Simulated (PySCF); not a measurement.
Spectrum to structure. Method: TDDFT CAM-B3LYP/def2-SVPD, vertical, gas phase, core orbitals frozen in the response in PySCF 2.14.0, density-fitted response routines. Geometries: GFN2-xTB, one conformer each.

```tsv
state	E (eV)	f
S1	7.61	0.0050
S2	7.76	0.039
S3	8.01	0.0012
S4	8.11	0.014
S5	8.22	0.038
S6	8.28	0.010
S7	8.64	0.043
S8	8.73	0.011
```

Question: Which candidate is it?
A. `C[Si@@H](Cl)CC#N`
B. `C#C[C@@H](C)N[SiH3]`
C. `[SiH3]Nc1cnsc1`
D. `c1nc[nH]n1`

Answer: A. Its S1, at 7.61 eV, is the highest among the candidates; the nearest of the others has S1 at 6.43 eV. S1 is HOMO→LUMO+5 (35%), HOMO→LUMO+1 (14%). Löwdin shares by element: HOMO carbon 34% or more, nitrogen 23%, chlorine 20% (atoms not listed hold the other 24%); LUMO carbon 26% or more, silicon 20%, chlorine 10% (atoms not listed hold the other 43%). At the same level the other candidates give, for their lowest levels:
- `C#C[C@@H](C)N[SiH3]`: 6.16 eV (f 0.009); 6.61 eV (f 0.000); 6.83 eV (f 0.001); 6.86 eV (f 0.012); 7.23 eV (f 0.011); T1 5.46 eV; HOMO -8.37, LUMO 1.06 eV
- `[SiH3]Nc1cnsc1`: 4.82 eV (f 0.138); 5.32 eV (f 0.000); 5.64 eV (f 0.000); 5.69 eV (f 0.003); 6.11 eV (f 0.034); T1 3.40 eV; HOMO -7.47, LUMO 0.22 eV
- `c1nc[nH]n1`: 6.43 eV (f 0.006); 7.31 eV (f 0.103); 7.45 eV (f 0.000); 7.51 eV (f 0.004); 7.64 eV (f 0.029); T1 4.91 eV; HOMO -9.34, LUMO 1.11 eV

Shape of the structure used: `[CH3:1][Si@@H:2]([Cl:3])[CH2:4][C:5]#[N:6]`: C1–Si2–C4–C5 59°.
Triplets come from the Tamm–Dancoff approximation.
